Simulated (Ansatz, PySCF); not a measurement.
Conformers of C4H12Si (SMILES CC[SiH2]CC), B3LYP-D3(BJ)/def2-TZVP minima from an xTB search, which can miss the lowest.
Conformer 1 (charge 0, multiplicity 1):
```csv
atom,x (Å),y (Å),z (Å)
C,2.0036,0.2807,0.7302
C,1.3799,-0.7209,-0.2498
Si,-0.0010,0.0069,-1.3037
C,-1.3782,0.7243,-0.2378
C,-2.0040,-0.2891,0.7287
H,2.8139,-0.1709,1.3064
H,1.2655,0.6543,1.4432
H,2.4158,1.1460,0.2061
H,2.1473,-1.1195,-0.9203
H,0.9837,-1.5834,0.2950
H,0.5564,1.0775,-2.1733
H,-0.5614,-1.0547,-2.1823
H,-2.1452,1.1351,-0.9014
H,-0.9781,1.5775,0.3187
H,-2.4222,-1.1440,0.1925
H,-2.8102,0.1578,1.3142
H,-1.2658,-0.6775,1.4336
```

Frozen-core correlation. CBS(a, b) extrapolates the correlation energy as X⁻³ and adds the Hartree–Fock energy of set b. MP2 and its Hartree–Fock in cc-pV(Q+d)Z are density fitted. Rows in 6-31G* carry no dispersion term and start afresh at each structure (6-31G* with six Cartesian d functions).

Run with Ansatz (a program for electronic structure) with Gaussian orbitals; PySCF for 6-31G* rows. 

Electronic energies of 4 conformers above conformer 1 (kcal/mol):

```
level                                                     conformer 1  conformer 2  conformer 3  conformer 4
--------------------------------------------------------  -----------  -----------  -----------  -----------
PBE/def2-TZVPP                                                   0.00        -0.13        -0.30         0.67
B3LYP/6-31G*                                                     0.00        -0.21        -0.42         0.57
wB97M-V/def2-TZVPP                                               0.00         0.25         0.27         0.97
MP2/CBS(cc-pV(T+d)Z, cc-pV(Q+d)Z) + ΔCCSD(T)/cc-pV(T+d)Z         0.00         0.20         0.20         0.90
```

Give Boltzmann populations at 298.15 K for each level, counting each conformer once and leaving out zero-point, thermal and symmetry terms.


Weights exp(−E/RT) with RT = 0.5925 kcal/mol, divided by their sum:
- PBE/def2-TZVPP: 24 %, 29 %, 39 %, 8 %
- B3LYP/6-31G*: 21 %, 30 %, 42 %, 8 %
- wB97M-V/def2-TZVPP: 40 %, 26 %, 26 %, 8 %
- MP2/CBS(cc-pV(T+d)Z, cc-pV(Q+d)Z) + ΔCCSD(T)/cc-pV(T+d)Z: 38 %, 27 %, 27 %, 8 %
The share of conformer 1 runs from 21 to 40 % over these levels.
